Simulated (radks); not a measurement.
All-electron atom: Br I in [Ar] 3d10 4s2 4p5 (the NIST ground configuration). Method: Dirac Kohn-Sham, PBE, spin-unpolarised, spherical densities, point nucleus; open shells fill j = l - 1/2 first; computed with a radial shooting solver on a logarithmic mesh with Libxc functionals.

Normalised radial functions P(r) = r R(r) (large component), r in bohr:

| r | 3p1/2 | 3d3/2 | 3d5/2 |
|---|---|---|---|
| 0.004218 | 0.0119 | 0.0001 | 0.0001 |
| 0.004833 | 0.0149 | 0.0001 | 0.0001 |
| 0.005537 | 0.0186 | 0.0001 | 0.0001 |
| 0.006343 | 0.0234 | 0.0002 | 0.0002 |
| 0.007267 | 0.0294 | 0.0003 | 0.0003 |
| 0.008326 | 0.0369 | 0.0004 | 0.0004 |
| 0.009539 | 0.0463 | 0.0006 | 0.0006 |
| 0.01093 | 0.0581 | 0.0009 | 0.0008 |
| 0.01252 | 0.0727 | 0.0013 | 0.0012 |
| 0.01434 | 0.0908 | 0.0020 | 0.0018 |
| 0.01643 | 0.1131 | 0.0028 | 0.0026 |
| 0.01883 | 0.1402 | 0.0041 | 0.0038 |
| 0.02157 | 0.1730 | 0.0059 | 0.0055 |
| 0.02471 | 0.2122 | 0.0086 | 0.0080 |
| 0.02831 | 0.2583 | 0.0123 | 0.0116 |
| 0.03244 | 0.3118 | 0.0175 | 0.0166 |
| 0.03687 | 0.3687 | 0.0243 | 0.0232 |
| 0.04224 | 0.4356 | 0.0343 | 0.0329 |
| 0.04839 | 0.5075 | 0.0481 | 0.0463 |
| 0.05544 | 0.5815 | 0.0668 | 0.0646 |
| 0.06352 | 0.6532 | 0.0920 | 0.0892 |
| 0.07277 | 0.7165 | 0.1254 | 0.1219 |
| 0.08338 | 0.7634 | 0.1688 | 0.1646 |
| 0.09552 | 0.7842 | 0.2243 | 0.2192 |
| 0.1094 | 0.7682 | 0.2937 | 0.2877 |
| 0.1254 | 0.7048 | 0.3784 | 0.3715 |
| 0.1436 | 0.5853 | 0.4787 | 0.4708 |
| 0.1646 | 0.4049 | 0.5936 | 0.5850 |
| 0.1886 | 0.1652 | 0.7202 | 0.7110 |
| 0.216 | -0.1236 | 0.8532 | 0.8437 |
| 0.2475 | -0.4424 | 0.9850 | 0.9756 |
| 0.2835 | -0.7636 | 1.1061 | 1.0972 |
| 0.3223 | -1.0389 | 1.2006 | 1.1927 |
| 0.3692 | -1.2710 | 1.2698 | 1.2635 |
| 0.423 | -1.4139 | 1.2979 | 1.2935 |
| 0.4846 | -1.4524 | 1.2796 | 1.2775 |
| 0.5552 | -1.3876 | 1.2150 | 1.2151 |
| 0.6361 | -1.2364 | 1.1094 | 1.1115 |
| 0.7288 | -1.0276 | 0.9721 | 0.9759 |
| 0.8349 | -0.7948 | 0.8155 | 0.8205 |
| 0.9566 | -0.5699 | 0.6530 | 0.6586 |
| 1.096 | -0.3769 | 0.4974 | 0.5030 |
| 1.256 | -0.2284 | 0.3592 | 0.3644 |
| 1.439 | -0.1258 | 0.2446 | 0.2489 |
| 1.648 | -0.0623 | 0.1558 | 0.1592 |
| 1.888 | -0.0273 | 0.0921 | 0.0945 |
| 2.163 | -0.0105 | 0.0501 | 0.0516 |
| 2.478 | -0.0034 | 0.0248 | 0.0257 |
| 2.817 | -0.0010 | 0.0116 | 0.0121 |
| 3.227 | -0.0002 | 0.0046 | 0.0048 |
| 3.697 | 0.0000 | 0.0016 | 0.0017 |
| 4.236 | 0.0000 | 0.0005 | 0.0005 |
| 4.853 | 0.0000 | 0.0001 | 0.0001 |
| 5.56 | 0.0000 | 0.0000 | 0.0000 |
| 6.37 | 0.0000 | 0.0000 | 0.0000 |
| 7.298 | 0.0000 | 0.0000 | 0.0000 |

3p1/2: eigenvalue -177.99 eV, 1 radial node at r = 0.204 bohr, <r> = 0.557 bohr, 90 % of the charge inside 0.851 bohr. 3d3/2: eigenvalue -67.284 eV, 0 radial nodes, <r> = 0.588 bohr, 90 % of the charge inside 0.969 bohr. 3d5/2: eigenvalue -66.199 eV, 0 radial nodes, <r> = 0.592 bohr, 90 % of the charge inside 0.976 bohr.
